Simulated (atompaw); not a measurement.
**Building the PAW (atompaw) potential for Ir (Z = 77) (PBE, scalar-relativistic).**

```
Element                 : Ir (Z = 77)
Generator               : atompaw 4.2.0.5
Type                    : PAW
Functional              : PBE
Relativity              : scalar-relativistic
Frozen core             : [Xe] 4f14
Valence charge          : 9
Reference configuration : 5d7 6s2 6p0
Partial waves           : 6s (bound): rc 2.80 bohr; 6s channel at 0.15 Ry: rc 2.80 bohr; 6p (bound, empty): rc 2.80 bohr; 6p channel at 1.85 Ry: rc 2.80 bohr; 5d (bound): rc 1.75 bohr; 5d channel at 0.2 Ry: rc 2.80 bohr
Local potential         : troulliermartins scheme with l = 3 at 0 Ry, radius 2.40 bohr
Core correction         : smooth core density matched at 1.55 bohr
Augmentation charge     : gaussian compensation charge, radius 2.25 bohr; PAW radius 2.80 bohr; waves and projectors: custom polynom2 7 10 vanderbiltortho
```

Task: Estimate the cutoffs (Ry, on a coarse ladder) from which the occupation-weighted sum of valence levels, in a spherical-Bessel basis at the reference potential, stays within 10 and 1 mRy of its value at 400 Ry.

Result: 25 Ry and 140 Ry.

Task: Does the potential have ghost states?

Result: No extra level below or beside the all-electron valence levels (s, p, d, f tested).

Task: Is the overlap operator S = 1 + Σ q|β⟩⟨β| positive definite (Bessel basis up to 400 Ry)?

Result: Yes: its lowest eigenvalue is 0.10 (d channel).

Task: Which valence shell sets the plane-wave cutoff?

Result: 5d: its level needs 25 Ry to come within 1 mRy, against 8 Ry for 6s.
